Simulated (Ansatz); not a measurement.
Harmonic frequencies (cm⁻¹) at PBE0-D4/def2-TZVP from Ansatz: 40, 139, 162, 218, 355, 488, 489, 654, 696, 741, 808, 832, 880, 895, 945, 953, 1204, 1279, 1446, 1449, 2227, 2233, 2590, 2691, 3054, 3139, 3144.

Each molecule was computed in one conformer, which needn't be the lowest.

(1) Which molecule is it?
A. `B[SiH2]CS`
B. `BC[SiH2]S`
C. `BS[SiH2]C`
D. `CB[SiH2]S`

Answers

(1) C.
